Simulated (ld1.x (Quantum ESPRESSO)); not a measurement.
## fluorine (F): excitation energies, all-electron against TM

- Element: fluorine
- Generator: ld1.x (Quantum ESPRESSO) 7.5
- Type: norm-conserving Troullier–Martins (Kleinman–Bylander form)
- Functional: PBE
- Relativity: scalar-relativistic
- Frozen core: [He]
- Valence charge: 7
- Reference configuration: 2s1 2p6
- Partial waves: 2s (bound): rc 0.55 bohr; 2p (bound): rc 1.10 bohr; 3d channel at 0.4 Ry: rc 1.05 bohr
- Local potential: all-electron potential smoothed inside 0.40 bohr (lloc = -1)
- Core correction: Bessel-smoothed model core, default radius (core density twice the valence density)

Energies are relative to the spin-unpolarised reference configuration 2s1 2p6; without spin polarisation the order of configurations can differ from experiment.

```json
{"valence configuration": "2s2 2p5", "charge": "0", "ΔE all-electron (eV)": "-18.814", "error AE − PS (meV)": "+16"}
{"valence configuration": "2s2 2p3", "charge": "+2", "ΔE all-electron (eV)": "38.961", "error AE − PS (meV)": "+157"}
{"valence configuration": "2s2 2p1", "charge": "+4", "ΔE all-electron (eV)": "185.401", "error AE − PS (meV)": "+1232"}
{"valence configuration": "2s2 2p5.3", "charge": "-0.3", "ΔE all-electron (eV)": "-21.483", "error AE − PS (meV)": "+12"}
{"valence configuration": "2s2 2p2", "charge": "+3", "ΔE all-electron (eV)": "99.599", "error AE − PS (meV)": "+471"}
```

Task: What are ΔE and the potential's error for 2s2 2p4?

Result: ΔE = 0.577 eV all-electron; the error (AE − PS) is +48 meV.

Task: What are ΔE and the potential's error for 2s2 2p4.5?

Result: ΔE = -11.270 eV all-electron; the error (AE − PS) is +27 meV.
